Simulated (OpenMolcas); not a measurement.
# Rb I: effect of the active space

```json
{"Program": "OpenMolcas", "Method": "XMS-CASPT2, IPEA 0.25 Eh, imaginary shift 0.1 Eh", "Basis": "ANO-RCC-VTZP", "Scalar Hamiltonian": "DKH2, point nucleus", "Spin-orbit coupling": "state interaction with AMFI integrals over the reference wave functions, term energies averaged over their components"}
```

A. 1 electron in 4 orbitals (5s 5p); 2S+1 = 2 even, 1 root; 2S+1 = 2 odd, 3 roots; closed shells correlated: 4s 4p; CASPT2 step of the order of 0.5 core-seconds
B. 1 electron in 9 orbitals (4d 5s 5p); 2S+1 = 2 even, 1 root; 2S+1 = 2 odd, 3 roots; closed shells correlated: 4s 4p; CASPT2 step roughly 0.8 core-seconds

Energies in cm-1 above 5s 2S 1/2, the measured ground level; measured values from NIST Handbook of Basic Atomic Spectroscopic Data.

```tsv
Level	A	B	Measured
5s 2S 1/2	0.0	0.0	0.0
5p 2P* 1/2	12490	12482	12579
5p 2P* 3/2	12627	12620	12817
```

Deviations, from unrounded energies. A percentage is the sum of absolute deviations over the sum of measured energies, with the sign that they share, or ± where signs differ.

| Against measurement | Levels | A | B |
| --- | --- | --- | --- |
| mean absolute deviation (cm-1) | 2 | 140 | 150 |
| other configurations (%) | 2 | -1.1 | -1.2 |

A, B lie about equally close to measurement. The largest miss of A in the table is 5p 2P* 3/2, by -190 cm-1. The ranking rests on the paired levels alone, and a cruder setting can come out closer through cancelling errors.

Between A and B the level of the table that moves most is 5p 2P* 1/2, by 7.4 cm-1 (lowest in B, highest in A).

ANO sets are built for ground and valence states and can reach diffuse excited orbitals poorly. With one active electron, CASPT2 adds the correlation within the correlated inactive shells and between them and that electron, and leaves the splitting within a term as the reference gives it. No level of 4d was computed, though it lies in the active space (holds for B). Computed and measured levels are paired by configuration, term and J; levels that our copy of the source lacks, or whose pairing is in doubt (as where it misses far off the trend of its configuration), stay unpaired and out of the deviations. Levels of configurations outside the active space are missing.

* marks odd parity.
